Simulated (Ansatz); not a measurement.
C3H6BN, SMILES `C=C1CBN1`. Charge 0, multiplicity 1.

Z-matrix (Å, degrees):
```
C
C 1 1.522
B 1 2.059 2 50.3
C 1 1.325 2 135.6 3 -180.0
N 1 1.406 2 93.3 3 0.0
H 2 1.092 1 114.1 3 -117.0
H 2 1.092 1 114.1 3 117.0
H 3 1.191 2 139.8 1 180.0
H 4 1.082 1 120.0 2 -0.0
H 4 1.084 1 121.8 2 180.0
H 5 1.007 1 126.9 2 180.0
```

Give the diagnostics of a CCSD(T)/def2-TZVPP run (frozen core, the Gaussian-basis code of Ansatz). (Best estimate.)

Ansatz gave: T1 = 0.0135, largest single amplitude 0.032, largest double 0.040, (T) share of the correlation energy 4.4 %, 10 CCSD cycles. The RHF solution is stable towards an unrestricted one. T1 lies under the customary mark of 0.02 for closed shells.
